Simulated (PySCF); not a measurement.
Species: CH5B2FOS.
Numbering: `[BH2:1][O:2][BH:3][S:4][CH2:5][F:6]` (hydrogens: H7, H8 on B1; H9 on B3; H10, H11 on C5)

Computed by this run: PBE0-D3(BJ)/def2-SVP geometry optimisation, gas phase in PySCF 2.14.0; density fitting, grid level 1; the optimiser is geomeTRIC in internal coordinates, started from a GFN2-xTB structure with every atom displaced at random (about 0.01 Å).

Step 1: E = -18052.0039 eV
```
atom  x, y, z in Å  |  force x, y, z in eV/Å
B1      2.8924    0.0393    0.4334    0.196  -0.036   0.135
O2      1.5781    0.1993    0.2873   -0.108  -0.014  -0.101
B3      0.2569    0.3442    0.1704   -0.069   0.064   0.067
S4     -0.7824   -1.0822   -0.2382    0.038   0.036   0.147
C5     -2.3954   -0.3385    0.1565   -0.023  -0.115  -0.302
F6     -2.4971   -0.0084    1.4662   -0.012   0.028   0.071
H7      3.6029    0.1500   -0.5397    0.002  -0.003  -0.005
H8      3.3288   -0.2064    1.5414   -0.048   0.018  -0.128
H9     -0.2544    1.4261    0.3454    0.020  -0.041  -0.008
H10    -3.1476   -1.1076   -0.0934    0.035   0.117   0.007
H11    -2.5440    0.5588   -0.4692   -0.030  -0.056   0.116
```

Step 2: E = -18052.0168 eV
```
atom  x, y, z in Å  |  force x, y, z in eV/Å
B1      2.9029    0.0348    0.4044    0.044  -0.018   0.028
O2      1.5823    0.2082    0.3182    0.040   0.091   0.017
B3      0.2578    0.3642    0.2615   -0.011  -0.102  -0.129
S4     -0.7578   -1.0859   -0.1190   -0.095   0.089   0.105
C5     -2.4007   -0.3463    0.1323    0.036  -0.069  -0.100
F6     -2.6010    0.0185    1.4228   -0.019   0.013   0.080
H7      3.5678    0.1294   -0.6023   -0.009   0.006  -0.004
H8      3.3857   -0.2110    1.4872   -0.008  -0.001  -0.021
H9     -0.2519    1.4468    0.4235    0.021  -0.024   0.033
H10    -3.1321   -1.1194   -0.1512   -0.003   0.011  -0.018
H11    -2.5149    0.5352   -0.5170    0.004   0.005   0.009
```

Question: Estimate the geometry and energy of step 3. (The exact step hangs on the optimiser's Hessian estimate; all steps are aligned on step 2, rigid shifts and turns removed.)

Answer: E = -18052.0193 eV, largest force 0.143 eV/Å
```
atom  x, y, z in Å  |  force x, y, z in eV/Å
B1      2.9260    0.0498    0.3872   -0.069  -0.008  -0.071
O2      1.5985    0.1963    0.3330   -0.024  -0.096   0.027
B3      0.2688    0.3237    0.3061   -0.028   0.086  -0.077
S4     -0.7807   -1.1132   -0.0259    0.055  -0.045   0.007
C5     -2.4189   -0.3410    0.1191    0.072   0.065   0.105
F6     -2.6880    0.0449    1.3935   -0.028  -0.018  -0.007
H7      3.5579    0.1558   -0.6394    0.007   0.008   0.006
H8      3.4419   -0.1837    1.4535    0.019  -0.010   0.050
H9     -0.2364    1.4053    0.4738   -0.031   0.038   0.015
H10    -3.1500   -1.0984   -0.1992   -0.001  -0.062  -0.020
H11    -2.4811    0.5352   -0.5416    0.027   0.041  -0.035
```

The energy changes by -0.0025 eV. The first-order estimate −F·Δx gives -0.0125 eV and the mean of the old and new forces, exact on a quadratic surface, -0.0027 eV. The step makes an angle of 79° with the force vector and moves no atom by more than 0.100 Å.

What follows is the cost of the whole optimisation. On one thread, Arm Neoverse V1 (aarch64), no GPU, on a shared host, this took 43 s of wall time and 0.45 GiB of memory at its peak.
